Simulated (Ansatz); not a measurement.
# BH5O2Si: structure from calculated spectroscopic constants

These gas-phase data were calculated for one isomer of BH5O2Si at r2SCAN-D4/def2-SVP (harmonic, unscaled wavenumbers; equilibrium rotational constants with average atomic masses):

* rotational constants: 15.08, 3.647, 3.043 GHz
* all wavenumbers above 1500 cm⁻¹: 3881, 2603, 2259, 2241, 2236

Candidates:

(1) `BO[SiH2]O`, a singlet
(2) `OBO[SiH3]`, a singlet

Problem. Which candidate do the data belong to?

Solution. Candidate (2). 1 mode lies between 2350 and 2900 cm⁻¹, one for each B–H bond, while (1) has 2.

The same quantities for all candidates:

```
     rotational constants (GHz)   wavenumbers above 1500 cm⁻¹  E above the lowest, r2SCAN-D4/def2-SVP (kcal/mol)
(1)         16.37, 3.514, 3.237  3887, 2627, 2522, 2285, 2254                                               15.5
(2)         15.08, 3.647, 3.043  3881, 2603, 2259, 2241, 2236                                                0.0
```

Each candidate is one conformer. Programs: Ansatz 0.2.0.
